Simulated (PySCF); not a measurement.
**Excited states of Br⁷⁺ (bromine, charge +7)**

Ground state [Ar] 3d10, ¹S. Computed with PySCF 2.14 in aug-cc-pVTZ-PP with ECP10MDF, with scalar relativity through the core potential. Vertical excitation energies in eV without spin-orbit coupling; excited terms of each kind are numbered among those the solver found. Frozen: 3s2 3p6.

```json
{"term": "1 3D", "leading excitation": "3d → s", "EOM-EE-CCSD": "70.437"}
{"term": "1 1D", "leading excitation": "3d → s", "EOM-EE-CCSD": "71.387"}
{"term": "1 3P°", "leading excitation": "3d → p", "EOM-EE-CCSD": "87.466"}
{"term": "1 3F°", "leading excitation": "3d → p", "EOM-EE-CCSD": "88.222"}
{"term": "1 1F°", "leading excitation": "3d → p", "EOM-EE-CCSD": "88.864"}
{"term": "1 1D°", "leading excitation": "3d → p", "EOM-EE-CCSD": "89.575"}
{"term": "1 3D°", "leading excitation": "3d → p", "EOM-EE-CCSD": "89.577"}
{"term": "1 1P°", "leading excitation": "3d → p", "EOM-EE-CCSD": "90.097"}
{"term": "1 3G", "leading excitation": "3d → d", "EOM-EE-CCSD": "115.45"}
{"term": "1 1G", "leading excitation": "3d → d", "EOM-EE-CCSD": "115.70"}
{"term": "2 3D", "leading excitation": "3d → d", "EOM-EE-CCSD": "115.84"}
{"term": "1 1F", "leading excitation": "3d → d", "EOM-EE-CCSD": "116.31"}
```

The solver can miss terms.
